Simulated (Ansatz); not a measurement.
SnH3(OSiMe3) (C₃H₁₂OSiSn). Total charge 0; singlet. Geometry PBE0-D4/def2-SVP.

```xyz
18

Sn   -0.168   -2.329   -1.703
H    -0.549   -3.698   -0.748
H    -0.987   -2.329   -3.202
H     1.528   -2.137   -1.887
O    -0.863   -0.748   -0.735
Si   -0.179    0.408    0.249
C     0.864   -0.418    1.581
C    -1.584    1.373    1.027
C     0.910    1.552   -0.772
H     1.299    0.326    2.268
H     1.700   -0.988    1.143
H     0.257   -1.114    2.182
H    -2.229    0.709    1.624
H    -1.206    2.169    1.689
H    -2.209    1.842    0.252
H     1.743    1.001   -1.238
H     0.328    2.028   -1.577
H     1.346    2.351   -0.151
```

In the def2 sets Sn takes a core potential; there is no spin–orbit coupling.

Question: Estimate the orbital energies around the gap (eV) in Ansatz with PBE-D4/def2-SVP, PBE-D4/def2-TZVPD, r2SCAN-D4/def2-TZVP, PBE0-D4/def2-SVP, CAM-B3LYP-D4/def2-TZVP.

Answer: 
```csv
orbital,PBE-D4/def2-SVP,PBE-D4/def2-TZVPD,r2SCAN-D4/def2-TZVP,PBE0-D4/def2-SVP,CAM-B3LYP-D4/def2-TZVP
HOMO−9,-9.30,-9.42,-9.78,-10.87,-12.43
HOMO−8,-9.26,-9.39,-9.75,-10.82,-12.38
HOMO−7,-8.92,-9.05,-9.40,-10.45,-11.98
HOMO−6,-8.61,-8.71,-9.03,-10.08,-11.56
HOMO−5,-8.36,-8.45,-8.79,-9.81,-11.34
HOMO−4,-8.32,-8.42,-8.76,-9.77,-11.28
HOMO−3,-7.46,-7.59,-7.90,-8.89,-10.37
HOMO−2,-7.41,-7.53,-7.83,-8.85,-10.32
HOMO−1,-6.34,-6.53,-6.80,-7.75,-9.24
HOMO,-6.10,-6.31,-6.59,-7.56,-9.08
LUMO,-0.98,-1.33,-0.89,-0.15,0.38
LUMO+1,-0.38,-1.00,-0.35,0.58,1.14
LUMO+2,0.68,-0.12,0.77,1.46,1.85
LUMO+3,0.71,0.00,0.84,1.49,1.86
LUMO+4,1.07,0.08,1.27,1.90,2.08
LUMO+5,1.99,0.52,2.04,2.93,2.95
```
